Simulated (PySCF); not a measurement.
**Computed structure and properties of [PbI]+**

System: [PbI]+ (singlet); start: template (C∞v). Method: PySCF 2.14.0, RKS PBE, Pb def2-SVP with ECP60, I def2-SVP with ECP28; non-relativistic Hamiltonian with scalar-relativistic core potentials where named; density fitting; no spin-orbit coupling.

Input of the relaxation:

```python
mol = gto.M(atom='''
Pb     0.00000     0.00000    -1.11015
I      0.00000     0.00000     1.81935''',
    basis={'Pb': 'def2-SVP', 'I': 'def2-SVP'},
    ecp={'Pb': 'def2-SVP', 'I': 'def2-SVP'},
    charge=1, spin=0)
mf = dft.RKS(mol, xc='PBE')
mf.grids.atom_grid = (50, 194)
mf = mf.density_fit()  # fitting sets: Pb def2-universal-JKFIT, I def2-universal-JKFIT
mf.conv_tol = 1e-08; mf.max_cycle = 55
mf.kernel(dm0)  # dm0: converged density of the start geometry
# quasi-Newton relaxation in Cartesian coordinates to a largest gradient under 0.00045 Eh/bohr, steps kept in the point group
```

Run from Python with OMP_NUM_THREADS=2; the lines above give its settings. Where DIIS fails, smearing, a level shift and second-order steps follow.
It took 6.7 s on 2 threads of Intel(R) Xeon(R) Platinum 8488C (Sapphire Rapids), with other jobs on the host, from the converged density of the start.

Course of the relaxation:

| step | energy above end (eV) | largest force component within the symmetry (eV/Å) |
| --- | --- | --- |
| 0 | 0.1842 | 1.578 |
| 1 | 0.0211 | 0.627 |
| 2 | 0.0043 | 0.337 |
| 3 | 0.0001 | 0.040 |
| 4 | 0.0000 | 0.002 |

Relaxed geometry (C∞v):

```xyz
2

Pb    0.0000    0.0000   -1.0070
I     0.0000    0.0000    1.7162
```

| contact | Å |
| --- | --- |
| Pb1–I2 (I) | 2.723 |

On the finer grid (75, 302):

| Property | Result |
| --- | --- |
| HOMO | -11.99 eV |
| LUMO | -9.23 eV |
| Dipole about the centre of mass | 3.35 D |
| Set of Mulliken populations of Pb1 outside the core potential | s 3.98, p 7.06, d 10.07 |
| D3(BJ) dispersion energy (not in the energies) | -0.046 eV |

```tsv
atom	Mulliken (e)	Löwdin (e)	spin (e)
Pb1	0.89	0.74	0.00
I2	0.11	0.26	0.00
```

On the grid (50, 194), as all that follows. Harmonic modes: a minimum; lowest 196 cm⁻¹ (negative: unstable), highest 196 cm⁻¹, zero-point energy 0.012 eV.

Taking off one I (charge -1, singlet; the rest: singlet) in vacuum, both parts rigid, costs 14.40 eV; the small basis without counterpoise inflates it. Most of it is the attraction of opposite charges; other ways to part are cheaper, and one spin state was tried for the rest.

Rigid scan of I along the line from its metal:

(distance to I2 (Å), energy (eV)): (2.42, 0.734), (2.52, 0.286), (2.62, 0.062), (2.72, 0.000), (2.82, 0.049), (2.92, 0.174), (3.12, 0.558), (3.42, 1.245), (3.82, 2.085), (4.32, 2.842)

One start shape was tried, so this needn't be the lowest isomer.
